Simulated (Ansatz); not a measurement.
Cartesian coordinates in Å:
```
F 2.0313 2.4546 -1.4875
C 1.7115 1.1606 -1.1954
C 0.4445 1.1235 -0.3664
F 0.5963 1.8330 0.7772
F -0.5796 1.7168 -1.0249
O 0.1634 -0.1746 -0.0993
C -0.9969 -0.4081 0.6706
C -1.1146 -1.9020 0.8616
F -0.0621 -2.4071 1.5048
F -1.2295 -2.5459 -0.2999
F -2.2071 -2.1620 1.5881
H 2.5194 0.7020 -0.6214
H 1.5416 0.6053 -2.1202
H -0.9240 0.0593 1.6550
H -1.8943 -0.0554 0.1575
```

The species carries charge 0 and has multiplicity 1.

**Question.** List the PBE/def2-TZVPP orbital energies in eV (Ansatz). (An estimate is asked.)

**Answer.** Ansatz gave: Occupied: -661.30, -661.23, -661.23, -660.91, -660.91, -660.35, -512.13, -275.77, -275.00, -271.66, -271.54, -33.48, -32.50, -31.08, -31.04, -30.60, -30.56, -27.83, -20.72, -18.95, -17.06, -16.36, -15.36, -15.09, -14.68, -14.61, -14.30, -13.46, -12.66, -12.57, -12.26, -11.54, -11.46, -11.32, -10.55, -10.53, -10.43, -10.12, -9.99, -9.92, -9.87, -9.13, -8.70, -8.55, -7.99. Lowest empty: 0.11, 0.51, 0.96, 1.17, 1.59, 1.77, 2.72, 2.76.
